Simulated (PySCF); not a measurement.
## Orbital picture of GeC

PBE0 at R = 1.796 Å; Ge cc-pVTZ-PP with ECP10, C cc-pVTZ; scalar-relativistic core potentials (PySCF 2.14). State: ³Π (triplet), unpaired electrons σ ↑, π ↑. Only the outer orbitals are listed, counted within each symmetry, core potentials removing the inner ones.

```tsv
spin	orbital	occ.	ε (eV)	on Ge (%)	main shells (%)
α	5σ	1	-18.51	36	60 C s, 27 Ge s
α	6σ	1	-12.04	56	51 Ge s, 26 C s, 18 C p
α	3π	1	-7.89	31	68 C p, 28 Ge p
α	7σ	1	-7.85	48	50 C p, 30 Ge p, 17 Ge s
α	3π	1	-7.05	33	67 C p, 30 Ge p
α	4π	0	-2.03	76	72 Ge p, 24 C p
α	4π	0	-1.43	74	70 Ge p, 25 C p
β	5σ	1	-16.49	48	46 C s, 42 Ge s
β	6σ	1	-10.18	67	49 Ge s, 31 C s, 17 Ge p
β	3π	1	-6.24	56	55 Ge p, 43 C p
β	3π	0	-3.92	66	65 Ge p, 34 C p
β	7σ	0	-3.36	34	59 C p, 22 Ge p, 10 Ge s
β	4π	0	-0.89	53	47 C p, 46 Ge p
```

Which are the highest filled and the lowest empty level, where do they sit, and how wide is the gap?

Highest filled β 3π at -6.24 eV (in %: 55 Ge p, 43 C p); lowest empty β 3π at -3.92 eV (in %: 65 Ge p, 34 C p); the gap at PBE0 is 2.32 eV. Both belong to one degenerate shell, split only by its one-sided filling, so this is no excitation gap.

The bond order (Mayer) is 2.25 and the ⟨S²⟩ is 2.061. The charge on Ge (Mulliken, basis-dependent) is 0.27 and the charge on Ge (Löwdin, basis-dependent) is 0.22. The dipole moment (positive dipole means Ge(−)C(+)) is -1.94 D, the polarisability along the bond is 59.2 bohr³ and the polarisability across the bond is 40.4 bohr³.

Spin–orbit coupling is left out. The state was picked by a PBE0 search and need not be the measured ground state.
